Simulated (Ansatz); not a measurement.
System: CuBr, charge 0, multiplicity 1. 
Geometry from a B3LYP-D3(BJ)/def2-TZVP (Ansatz, a program for electronic structure) optimisation:
```
Cu
Br 1 2.2259
```
Charge 0, spin multiplicity 1.

Total electronic energies in hartree. Cores are frozen in the correlated levels unless marked. No spin-orbit coupling. The frozen core is the preceding noble-gas configuration, with the filled d and f shells of earlier blocks. Non-relativistic. Basis-set limits of correlation are two-point, X^-3; Hartree-Fock from the larger set. The bracket is a focal-point correction in the basis named.

The T1 diagnostic of CCSD in the largest basis is 0.026, which is high, so the coupled-cluster rows are less sure than usual.

```json
[
 {"level": "revPBE-D3(BJ)/def2-TZVPD", "program": "Ansatz + dftd3", "energy (Eh)": "[?]"},
 {"level": "PBE0/STO-3G", "program": "Ansatz", "energy (Eh)": "-4167.13424"},
 {"level": "HSE06-D3(BJ)/def2-TZVPD", "program": "Ansatz + dftd3", "energy (Eh)": "-4214.18229"},
 {"level": "HSE06-D4/def2-TZVPD", "program": "Ansatz + dftd4", "energy (Eh)": "-4214.18229"},
 {"level": "wB97X-V/def2-TZVPD", "program": "Ansatz", "energy (Eh)": "-4214.32332"},
 {"level": "MP2/6-31G", "program": "Ansatz", "energy (Eh)": "-4210.97917"},
 {"level": "RI-MP2/CBS(def2-TZVPP,def2-QZVPP)+[CCSD(T)-MP2]/def2-SVP", "program": "Ansatz", "energy (Eh)": "-4212.2289"},
 {"level": "RI-MP2/CBS(def2-TZVPP,def2-QZVPP)+[CCSD(T)-MP2]/def2-TZVPP", "program": "Ansatz", "energy (Eh)": "-4212.2116"},
 {"level": "CCSD(T)/CBS(def2-TZVPPD,def2-QZVPPD)", "program": "Ansatz", "energy (Eh)": "-4212.2135"}
]
```

Q: Some entries are withheld; supply them.

A: 
- revPBE-D3(BJ)/def2-TZVPD, energy (Eh): -4214.40404
